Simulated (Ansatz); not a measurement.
`[CH3][Ga]([CH3])[NH2]` + `C[S][AlH2]` → `[CH3][AlH][S]C` + `[CH3][GaH][NH2]`  (formal exchange of groups at a C–Ga bond)

Computed with Ansatz on PBE0-D4/def2-TZVP structures; ΔE is electronic, products minus reactants. CCSD(T)/CBS adds triple-zeta CCSD(T) − MP2 to the extrapolated MP2 energy (def2 sets, frozen cores). DFT in def2-TZVPP. HSE06 is defined as in plane-wave codes. For Ga outer-core shells are correlated without core-valence functions, which leaves a few kJ/mol of doubt a bond. Scalar relativity is left out up to krypton. Each species was taken in one conformer, which may not be the lowest.

`[CH3][Ga]([CH3])[NH2]`:

Cartesian coordinates in Å:
```
C 0.920 -1.672 0.022
Ga 0.057 0.092 -0.085
C -1.541 0.662 0.910
N 0.808 1.314 -1.213
H 1.787 -1.738 -0.638
H 1.250 -1.877 1.044
H 0.217 -2.462 -0.253
H -1.374 0.580 1.987
H -1.813 1.694 0.682
H -2.393 0.021 0.667
H 1.625 1.139 -1.772
H 0.458 2.247 -1.350
```

`C[S][AlH2]`:

Cartesian coordinates in Å:
```
C -0.847 -0.960 0.524
S 0.270 0.305 1.210
Al 1.084 1.230 -0.573
H -0.523 -1.939 0.874
H -0.844 -0.950 -0.566
H -1.857 -0.767 0.882
H 0.593 0.677 -1.975
H 2.123 2.404 -0.377
```

`[CH3][AlH][S]C`:

Z-matrix (Å, degrees):
```
C
Al 1 1.951
H 1 1.095 2 111.6
H 1 1.093 2 111.1 3 120.1
H 1 1.095 2 111.7 3 -119.7
S 2 2.176 1 120.8 3 60.0
H 2 1.584 1 124.6 3 -120.0
C 6 1.821 2 103.6 1 0.0
H 8 1.089 6 108.8 2 120.6
H 8 1.089 6 108.8 2 -120.6
H 8 1.089 6 112.0 2 -0.0
```

`[CH3][GaH][NH2]`:

```xyz
9

C     0.371    1.239    0.750
Ga    0.251   -0.656    0.254
N    -0.713   -1.095   -1.224
H     1.414    1.565    0.761
H    -0.027    1.396    1.756
H    -0.182    1.873    0.056
H     0.910   -1.858    1.012
H    -0.833   -2.036   -1.558
H    -1.191   -0.429   -1.808
```

| level | ΔE (kcal/mol) |
| --- | --- |
| r2SCANh-D4 | -3.5 |
| HSE06-D4 | -3.1 |
| ωB97M-V | -3.2 |
| PBE0 | -3.0 |
| HSE06 | -3.0 |
| BHLYP | -2.8 |
| LC-ωPBE | -3.1 |
| CCSD/CBS(def2) | -1.9 |

What does CCSD(T)/CBS give? (Estimate.)

Ansatz gave: -1.9 kcal/mol. The listed levels differ from it by -1.6, -1.2, -1.3, -1.1, -1.1, -0.9, -1.2, 0.0 kcal/mol.

Largest T1 diagnostic among the species: 0.013.

Leaving LDA and LC-ωPBE aside and taking each functional with its dispersion term where it has one, the values, not all of them listed here, spread over 1.1 kcal/mol, from r2SCAN-D4 to PBE-QIDH.
